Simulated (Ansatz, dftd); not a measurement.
Reaction: CH5OSi (SMILES C[SiH2][O], doublet) → CH5OSi (SMILES O[CH][SiH3], doublet)
Each species at its own B3LYP-D3(BJ)/def2-TZVP minimum (Ansatz, a program for electronic structure), one conformer.

Wanted: isomerisation energy (electronic), in kJ/mol. Radicals and triplets start from unrestricted determinants; spin-orbit coupling is neglected. Correlated methods leave the cores frozen. No relativity. Double hybrids freeze cores in their MP2 part.

| level | program | isomerisation energy (kJ/mol) |
|---|---|---|
| HF/cc-pV(T+d)Z | Ansatz | 137.4 |
| r2SCAN-D4/def2-TZVPD | Ansatz + dftd4 | 90.1 |
| B3LYP-D3(BJ)/def2-TZVPD | Ansatz + dftd3 | 88.8 |
| PBE0-D3(BJ)/def2-TZVPD | Ansatz + dftd3 | 82.2 |
| PBE0-D4/def2-TZVPD | Ansatz + dftd4 | 82.0 |
| CAM-B3LYP/def2-TZVPD | Ansatz | 84.2 |
| B2GP-PLYP-D3(BJ)/def2-TZVPD | Ansatz + dftd3 | 87.3 |
| MP2/cc-pV(T+d)Z | Ansatz | 77.2 |
| CCSD/cc-pV(D+d)Z | Ansatz | 79.6 |
| CCSD(T)/cc-pV(D+d)Z | Ansatz | 77.0 |
| CCSD(T)/cc-pV(T+d)Z | Ansatz | 89.0 |
| CCSDT(Q)/cc-pV(D+d)Z | Ansatz | 77.0 |
